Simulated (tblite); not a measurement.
C7H14NP.
SMILES with atom numbers: `[CH3:1][C:2]([CH3:3])([CH3:4])[PH:5][CH2:6][CH2:7][C:8]#[N:9]` (hydrogens: H10, H11, H12 on C1; H13, H14, H15 on C3; H16, H17, H18 on C4; H19 on P5; H20, H21 on C6; H22, H23 on C7)

Computed with GFN2-xTB (tblite), gas phase: L-BFGS steps from a force-field or distance-geometry start until the largest atomic force falls under 0.01 eV/Å.

Step 81: E = -748.9881 eV
```
atom  x, y, z in Å  |  force x, y, z in eV/Å
C1     -1.2993    0.8141   -1.0738    0.012  -0.007  -0.005
C2     -1.2440   -0.3561   -0.0921    0.003   0.028  -0.011
C3     -2.5615   -0.4213    0.6833   -0.019   0.006  -0.023
C4     -1.0080   -1.6774   -0.8207    0.004   0.020   0.006
P5      0.0837   -0.1400    1.2331    0.007   0.045   0.016
C6      1.6470   -0.0155    0.2186    0.026  -0.005   0.005
C7      2.6232    0.9365    0.9191    0.017  -0.001   0.028
C8      3.9099    0.8950    0.2756    0.015  -0.017   0.007
N9      4.9199    0.8294   -0.2561   -0.005   0.021  -0.009
H10    -1.4908    1.7488   -0.5467   -0.016  -0.032  -0.023
H11    -0.3750    0.9239   -1.6388   -0.028  -0.034   0.006
H12    -2.1056    0.6548   -1.7900    0.016   0.003   0.025
H13    -2.5694   -1.2723    1.3614    0.016  -0.007   0.012
H14    -2.7013    0.4854    1.2703   -0.027   0.006   0.012
H15    -3.3986   -0.5201   -0.0040   -0.049  -0.006  -0.010
H16    -0.0882   -1.6490   -1.4029   -0.018   0.003   0.001
H17    -0.9363   -2.4943   -0.1029    0.001   0.004  -0.027
H18    -1.8365   -1.8851   -1.4965    0.016  -0.015  -0.006
H19    -0.1044    1.2516    1.3241    0.012  -0.022   0.011
H20     1.4494    0.3202   -0.8016    0.020   0.041   0.025
H21     2.0934   -1.0127    0.1611   -0.024  -0.027   0.011
H22     2.7450    0.6490    1.9698    0.012  -0.013  -0.034
H23     2.2428    1.9622    0.8927    0.010   0.009  -0.016
```

Step 82: E = -748.9890 eV
```
atom  x, y, z in Å  |  force x, y, z in eV/Å
C1     -1.3012    0.8116   -1.0758    0.012   0.001  -0.028
C2     -1.2455   -0.3555   -0.0920    0.029   0.020  -0.008
C3     -2.5625   -0.4208    0.6823   -0.022   0.006  -0.015
C4     -1.0061   -1.6774   -0.8181    0.009   0.006   0.005
P5      0.0817   -0.1354    1.2324    0.039   0.045   0.015
C6      1.6452   -0.0133    0.2166    0.029   0.022   0.020
C7      2.6250    0.9308    0.9238    0.024  -0.006   0.039
C8      3.9100    0.8952    0.2756    0.002  -0.010   0.011
N9      4.9180    0.8386   -0.2606   -0.005   0.015  -0.008
H10    -1.4833    1.7497   -0.5517   -0.017  -0.030  -0.018
H11    -0.3816    0.9135   -1.6499   -0.024  -0.031   0.013
H12    -2.1135    0.6533   -1.7846    0.002   0.009   0.013
H13    -2.5706   -1.2686    1.3640    0.021  -0.022   0.012
H14    -2.7016    0.4868    1.2668   -0.042   0.028   0.017
H15    -3.3984   -0.5230   -0.0054   -0.063  -0.003  -0.011
H16    -0.0822   -1.6495   -1.3945   -0.032  -0.003   0.007
H17    -0.9395   -2.4931   -0.0977    0.005   0.007  -0.038
H18    -1.8306   -1.8863   -1.4988    0.022  -0.011   0.000
H19    -0.1011    1.2577    1.3190    0.000  -0.030   0.012
H20     1.4469    0.3339   -0.7998    0.023   0.026   0.024
H21     2.0900   -1.0108    0.1514   -0.037  -0.023   0.006
H22     2.7493    0.6311    1.9715    0.011   0.002  -0.056
H23     2.2470    1.9585    0.9085    0.012  -0.015  -0.010
```

Step 83: E = -748.9902 eV
```
atom  x, y, z in Å  |  force x, y, z in eV/Å
C1     -1.3041    0.8093   -1.0790    0.005   0.008  -0.042
C2     -1.2469   -0.3534   -0.0918    0.046   0.005  -0.001
C3     -2.5643   -0.4213    0.6802   -0.023   0.006   0.001
C4     -1.0025   -1.6758   -0.8143    0.008  -0.011   0.002
P5      0.0791   -0.1271    1.2328    0.065   0.030   0.014
C6      1.6428   -0.0102    0.2155    0.019   0.044   0.031
C7      2.6280    0.9232    0.9292    0.030  -0.005   0.031
C8      3.9100    0.8942    0.2753   -0.003  -0.003   0.008
N9      4.9154    0.8483   -0.2670    0.006   0.007  -0.011
H10    -1.4754    1.7512   -0.5593   -0.012  -0.015  -0.007
H11    -0.3912    0.8997   -1.6645   -0.002  -0.020   0.013
H12    -2.1244    0.6526   -1.7777   -0.023   0.006  -0.010
H13    -2.5707   -1.2657    1.3661    0.022  -0.034   0.006
H14    -2.7046    0.4867    1.2627   -0.060   0.049   0.017
H15    -3.3987   -0.5286   -0.0085   -0.065   0.001  -0.004
H16    -0.0745   -1.6485   -1.3840   -0.031  -0.006   0.005
H17    -0.9417   -2.4897   -0.0918    0.012  -0.002  -0.037
H18    -1.8217   -1.8872   -1.5007    0.022  -0.003   0.003
H19    -0.0971    1.2669    1.3151   -0.016  -0.027   0.007
H20     1.4452    0.3505   -0.7960    0.022   0.007   0.014
H21     2.0826   -1.0091    0.1426   -0.043  -0.024  -0.004
H22     2.7567    0.6084    1.9716    0.010   0.016  -0.039
H23     2.2532    1.9525    0.9262    0.011  -0.029   0.004
```

Step 84: E = -748.9915 eV
```
atom  x, y, z in Å  |  force x, y, z in eV/Å
C1     -1.3058    0.8048   -1.0853   -0.004   0.016  -0.054
C2     -1.2471   -0.3513   -0.0918    0.040  -0.011   0.006
C3     -2.5659   -0.4206    0.6777   -0.018   0.008   0.020
C4     -0.9988   -1.6763   -0.8077    0.007  -0.029  -0.003
P5      0.0781   -0.1189    1.2327    0.072   0.004   0.001
C6      1.6395   -0.0006    0.2113    0.018   0.048   0.030
C7      2.6325    0.9148    0.9381    0.026  -0.007   0.021
C8      3.9101    0.8949    0.2754    0.017   0.001  -0.009
N9      4.9110    0.8597   -0.2759   -0.003   0.003  -0.003
H10    -1.4613    1.7523   -0.5711    0.005  -0.009  -0.004
H11    -0.4017    0.8783   -1.6865    0.003  -0.005   0.022
H12    -2.1381    0.6527   -1.7702   -0.033  -0.002  -0.020
H13    -2.5699   -1.2614    1.3686    0.019  -0.031  -0.009
H14    -2.7077    0.4891    1.2576   -0.075   0.053   0.006
H15    -3.3993   -0.5338   -0.0122   -0.049   0.007   0.015
H16    -0.0648   -1.6545   -1.3678   -0.031  -0.003   0.004
H17    -0.9489   -2.4877   -0.0818    0.019  -0.007  -0.033
H18    -1.8111   -1.8888   -1.5019    0.019   0.004   0.003
H19    -0.0973    1.2742    1.3173   -0.027  -0.012  -0.003
H20     1.4427    0.3807   -0.7936    0.021  -0.016   0.033
H21     2.0700   -1.0033    0.1226   -0.048   0.015  -0.009
H22     2.7667    0.5760    1.9722    0.004   0.038  -0.036
H23     2.2624    1.9466    0.9553    0.016  -0.063   0.021
```

Question: Estimate the geometry and energy of step 85. (The exact step hangs on the optimiser's Hessian estimate; all steps are aligned on step 84, rigid shifts and turns removed.)

Answer: E = -748.9927 eV, largest force 0.090 eV/Å
```
atom  x, y, z in Å  |  force x, y, z in eV/Å
C1     -1.3084    0.8028   -1.0906   -0.019   0.003  -0.027
C2     -1.2468   -0.3481   -0.0911    0.009  -0.016   0.007
C3     -2.5681   -0.4216    0.6752   -0.006   0.014   0.031
C4     -0.9942   -1.6741   -0.8030   -0.001  -0.028  -0.004
P5      0.0775   -0.1101    1.2344    0.045  -0.017  -0.006
C6      1.6370    0.0066    0.2113    0.003   0.023   0.025
C7      2.6372    0.9077    0.9434    0.024  -0.003  -0.010
C8      3.9105    0.8930    0.2743    0.024   0.001  -0.019
N9      4.9078    0.8650   -0.2836    0.025  -0.001  -0.016
H10    -1.4538    1.7537   -0.5808    0.018   0.011   0.004
H11    -0.4112    0.8634   -1.7015    0.028   0.014   0.010
H12    -2.1494    0.6533   -1.7646   -0.043  -0.015  -0.033
H13    -2.5677   -1.2612    1.3684    0.010  -0.021  -0.021
H14    -2.7144    0.4883    1.2544   -0.079   0.043  -0.009
H15    -3.4006   -0.5406   -0.0165   -0.017   0.011   0.040
H16    -0.0578   -1.6549   -1.3572   -0.003   0.003  -0.011
H17    -0.9500   -2.4839   -0.0764    0.025  -0.032  -0.006
H18    -1.8015   -1.8885   -1.5017    0.001   0.008  -0.008
H19    -0.0977    1.2822    1.3210   -0.034   0.004  -0.014
H20     1.4433    0.3987   -0.7894    0.006  -0.018   0.013
H21     2.0568   -0.9999    0.1149   -0.032   0.019  -0.016
H22     2.7754    0.5549    1.9699    0.010   0.033   0.030
H23     2.2713    1.9399    0.9722    0.006  -0.036   0.039
```

The energy changes by -0.0011 eV. The first-order estimate −F·Δx gives -0.0018 eV and the mean of the old and new forces, exact on a quadratic surface, -0.0012 eV. The step makes an angle of 82° with the force vector and moves no atom by more than 0.023 Å.

The cost below is that of the whole relaxation. Hardware: Arm Neoverse V1, one thread (shared host). Cost: 1.4 s wall.
